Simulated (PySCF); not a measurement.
A geometry optimisation on `C[B](F)[GeH3]`.

Method: PBE0-D3(BJ)/def2-SVP geometry optimisation, gas phase (PySCF 2.14.0). Start geometry: GFN2-xTB. A driver script takes a list of jobs; this job's settings line and coordinates (Å) are shown.

Command:
```bash
OMP_NUM_THREADS=1 python probes_run.py task.json out
```

Input:
```
{"job": {"xc": "PBE0", "basis": "def2-SVP", "d3": "d3bj", "grid": 1, "shake": 0.01, "kind": "geom"}, "charge": 0, "multiplicity": 1}
C     -1.591050    -0.122440     0.131930
B     -0.267650     0.630730    -0.203220
F     -0.337450     1.874760    -0.655700
Ge     1.615600    -0.188940    -0.022330
H     -2.433470     0.577460     0.338390
H     -1.516940    -0.802170     0.944370
H     -1.902130    -0.682190    -0.744880
H      2.340800     0.251390     1.198460
H      1.606910    -1.676690     0.106020
H      2.535810     0.117180    -1.114080
```

Output:
```
step   0  E = -2242.62513380  max force = 0.031966
step   1  E = -2242.63157652  max force = 0.007150
step   2  E = -2242.63208272  max force = 0.001354
step   3  E = -2242.63209741  max force = 0.000273
optimisation converged
```

Energies in Eh; «max force» is the largest Cartesian gradient component in Eh/bohr.

Problem. How much energy does the optimisation release, in eV?

Solution. E(step 0) − E(last step) = 0.006964 Eh, which is 0.189 eV.

Main results: final energy -2242.63210 Eh after 3 steps; dipole 1.42 D.

Problem. Estimate the wall time. Hardware: one thread, Arm Neoverse V2 (aarch64), on a shared host. And the peak memory of the process?

Solution. About 16 s, with 0.41 GiB resident at the peak, the Python interpreter and its libraries included.
Labels such as C1 count atoms from 1, the log's own numbers from 0.
